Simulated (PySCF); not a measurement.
**Shapes and spin states of NbH₂**

These are results of PBE in PySCF with Nb def2-TZVP with ECP28, H def2-TZVP; scalar-relativistic core potentials, no spin–orbit coupling; density-fitted integrals, not measurements.

Relaxations began from a few typed shapes and spin states; open shells are unrestricted. The search is not exhaustive: other isomers or separated fragments can lie lower, and high-lying points may rest on an excited occupation.

```csv
spin,group,bonds,angles,imaginary modes (cm⁻¹),ΔE (kJ/mol),ΔE with ZPE (kJ/mol)
quartet,C2v,Nb–H 1.781 Å (×2),H–Nb–H 115.9°,none,0.0,0.0
broken-symmetry Ms = 1/2 (⟨S²⟩ 1.75),C2v,Nb–H 1.762 Å (×2),H–Nb–H 116.1°,none,44.7,46.8
broken-symmetry Ms = 1/2 (⟨S²⟩ 1.71),C2v,Nb–H 1.761 Å (×2),H–Nb–H 114.5°,none,49.1,51.4
quartet,D∞h,Nb–H 1.902 Å (×2),H–Nb–H 180.0°,"1400i, 1399i",109.0,–
broken-symmetry Ms = 1/2 (⟨S²⟩ 1.75),D∞h,Nb–H 1.895 Å (×2),H–Nb–H 180.0°,"1255i, 1225i",163.5,–
```

The lowest minimum found is the quartet C2v: Nb–H 1.781 Å (×2); H–Nb–H 115.9°.

For the lowest minimum: the spin densities have lower symmetry than the nuclear frame. With open d or f shells other occupations or spin states may lie lower.

The electron or spin density has lower symmetry than the nuclear frame for the broken-symmetry Ms = 1/2 (⟨S²⟩ 1.71) C2v at 49.1 kJ/mol, quartet D∞h at 109.0 kJ/mol, broken-symmetry Ms = 1/2 (⟨S²⟩ 1.75) D∞h at 163.5 kJ/mol.
